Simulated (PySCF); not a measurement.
Simulation results for BFHN

Computed with PySCF 2.14.0. Calculation on a computer-drawn molecule: vertical ionisation energy to the stated ion spin, frozen-core CCSD(T) at the basis limit and cheaper methods, single-reference cases, UHF for radicals, no spin-orbit; all values are single points at the evaluated structure, the first of each entry, which is the reference or a displaced copy of it and isn't optimised; the reference structure only sets the zero of the energies above reference; triples share is (T) over the correlation energy.

```yaml
- formula: BFHN
  evaluated_structure:
    atoms_angstrom:
      - ["N", -0.0007, -0.3361, 0.2135]
      - [B, -0.8771, -0.1082, -0.508]
      - [F, -1.9296, 0.0241, -1.3301]
      - [H, 0.9344, -0.5191, 0.8764]
  reference_structure:
    atoms_angstrom:
      - ["N", 0.05, -0.33, 0.2233]
      - [B, -0.9055, -0.1195, -0.5101]
      - [F, -1.9174, 0.1034, -1.2869]
      - [H, 0.8184, -0.4994, 0.8132]
  given:
    charge: 0
    multiplicity: 1
    ion_multiplicity: 2
    diffuse_functions: "no"
    basis: cc-pVnZ
    reference_is: "the Hartree-Fock double-zeta minimum"
    best_is: "HF at quadruple zeta + MP2 correlation extrapolated from triple and quadruple zeta + CCSD(T) minus MP2 at triple zeta"
    basis_step_is: "the size of the change from the same recipe one zeta lower"
    drawn_bonds_atom: [1, 2, 1]
    drawn_bonds_other_atom: [2, 3, 4]
    drawn_bonds_order: [2, 1, 1]
  results:
    "ionisation_energy_best [eV]": 11.87
    "ionisation_energy_basis_step [eV]": 0.07813
    "energy_above_reference_best [kcal/mol]": 21.14
    "energy_above_reference_basis_step [kcal/mol]": 0.206
    triple_zeta_method: [HF, PBE, r2SCAN, B3LYP, wB97X, MP2, CCSD, "CCSD(T)"]
    "triple_zeta_ionisation_energy [eV]": [10.19, 11.55, 11.46, 11.64, 11.59, 11.84, 11.58, 11.67]
    "triple_zeta_energy_above_reference [kcal/mol]": [23.13, 20.12, 21.25, 20.59, 20.93, 22.01, 21.65, 21.65]
    "ionisation_energy_Koopmans_at_triple_zeta [eV]": 12.25
    "ionisation_energy_EOM_CCSD_at_triple_zeta [eV]": 11.68
    "total_energy_HF_triple_zeta [hartree]": -179.2395
    "total_energy_CCSD(T)_triple_zeta [hartree]": -179.8092
    "total_energy_best [hartree]": -179.9009
    T1_diagnostic_at_triple_zeta: 0.01237
    D1_diagnostic_at_triple_zeta: 0.02999
    ion_T1_diagnostic_at_triple_zeta: 0.01991
    ion_D1_diagnostic_at_triple_zeta: 0.08528
    ion_spin_squared_at_triple_zeta: 0.76
    triples_share_at_triple_zeta: 0.0362
    basis_functions_triple_zeta: 104
    "dipole_magnitude_HF_at_triple_zeta [debye]": 1.432
    "dipole_magnitude_CCSD_unrelaxed_at_triple_zeta [debye]": 1.471
    "dipole_magnitude_PBE_at_triple_zeta [debye]": 1.353
    "dipole_magnitude_r2SCAN_at_triple_zeta [debye]": 1.344
    "dipole_magnitude_B3LYP_at_triple_zeta [debye]": 1.405
    "dipole_magnitude_wB97X_at_triple_zeta [debye]": 1.359
```
